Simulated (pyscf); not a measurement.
`[CH3][InH][O]`, doublet

Gas-phase minimum from PySCF at ωB97X-D3(BJ)/def2-SVP, one conformer. H₃C–InH–O• lies 46.4 kcal/mol over its isomer [H₃C–In–OH]• (electronic energy, ωB97M-D3(BJ)/def2-TZVP). 

SMILES: [CH3][InH][O]
```xyz
7

C      0.4792    -0.6034    -0.1807
In     0.4072     0.6877     1.5254
O      1.5354     0.0422     3.0817
H     -0.5324    -0.9596    -0.4275
H      1.1256    -1.4689     0.0214
H      0.8724    -0.0564    -1.0509
H     -0.3991     2.1604     1.8730
```
Charge 0, spin multiplicity 2.

Bond lengths (Å): C1–In2 2.141, C1–H4 1.101, C1–H5 1.099, C1–H6 1.101, In2–O3 2.028, In2–H7 1.715. Bond angles (°): In2–C1–H4 110.1, In2–C1–H5 110.4, In2–C1–H6 110.0, H4–C1–H5 109.1, H4–C1–H6 108.2, H5–C1–H6 109.1, C1–In2–O3 113.6, C1–In2–H7 134.1, O3–In2–H7 112.3.

Properties at ωB97X-D3(BJ)/def2-SVP:

- Harmonic wavenumbers, unscaled = 26, 120, 375, 454, 532, 590, 709, 745, 1217, 1442, 1447, 1859, 3080, 3185, 3202 cm⁻¹
- Zero-point energy = 27.1 kcal/mol
- Rotational symmetry number = 1
- Entropy of this conformer at 298 K and 1 atm, rigid rotor and harmonic oscillator, modes under 100 cm⁻¹ raised to 100 = 322.2 J/(mol K)
- Dipole moment = 2.91 D
- Spin expectation value S2 = 0.755

Single-point totals, which compare only within one level (frozen core for MP2 and CC):

```csv
level,total energy (hartree)
ωB97X-D3(BJ)/def2-TZVP,-305.94236
PBE/def2-TZVP,-305.69879
r²SCAN/def2-TZVP,-305.84662
B3LYP-D3(BJ)/def2-TZVP,-305.91737
PBE0-D3(BJ)/def2-TZVP,-305.70711
M06-2X/def2-TZVP,-305.70852
ωB97M-D3(BJ)/def2-TZVP,-305.88875
UHF/def2-TZVPP,-304.26497
MP2/def2-TZVPP,-304.92323
CCSD/def2-TZVPP,-304.94901
CCSD(T)/def2-TZVPP,-304.97173
```

The lowest mode is so soft that the shape along it may change with the basis. Soft torsions are taken as harmonic, which can shift the entropy by several J/(mol K). The frozen core leaves the outer d or s,p core shells of the metals and heavy elements correlated in the MP2 and CC values, and def2-TZVPP describes them poorly, so these totals are far from the basis limit. Elements past Kr carry the def2 core potentials, without spin-orbit coupling.
